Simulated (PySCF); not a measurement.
AsFH4O2Si. Atoms are numbered in the order given.

```xyz
9

O     -0.8581    -1.1219     1.5829
Si    -0.8089    -0.2650     0.1790
O     -1.9133     0.9617     0.3117
F     -1.2704    -1.1970    -1.0761
As     1.3728     0.4749    -0.3180
H     -1.7308    -1.2453     1.9795
H     -2.1894     1.4078    -0.4978
H      1.6091     0.8625     1.1414
H      1.9363    -0.9299    -0.1056
```

The structure is a stationary point at B3LYP-D3(BJ)/def2-SVP. The structure was generated by enumeration, and PubChem lists no compound with its InChIKey, so it may never have been made. The values are those of a single conformer.

The numbers are results of PBE/def2-TZVP (PySCF), not measurements.

ESP charges are fitted to the potential on shells at 1.4 to 2.0 van der Waals radii. Atomic charges (e):

| atom | Mulliken | ESP fit | Löwdin |
|---|---|---|---|
| O1 | -0.46 | -0.70 | -0.08 |
| Si2 | 0.62 | 0.83 | -0.37 |
| O3 | -0.47 | -0.66 | -0.09 |
| F4 | -0.28 | -0.30 | 0.01 |
| As5 | -0.21 | -0.21 | 0.16 |
| H6 | 0.32 | 0.47 | 0.18 |
| H7 | 0.32 | 0.42 | 0.18 |
| H8 | 0.08 | 0.07 | 0.01 |
| H9 | 0.08 | 0.08 | 0.01 |

Computed Mayer and Wiberg (Löwdin basis) orders of the bonds:
| bond | Mayer | Wiberg |
|---|---|---|
| O1–Si2 | 1.27 | 1.72 |
| Si2–O3 | 1.23 | 1.69 |
| Si2–F4 | 1.12 | 1.69 |
| Si2–As5 | 1.05 | 1.31 |
| O1–H6 | 0.87 | 1.00 |
| O3–H7 | 0.87 | 1.01 |
| As5–H8 | 0.94 | 0.97 |
| As5–H9 | 0.94 | 0.97 |
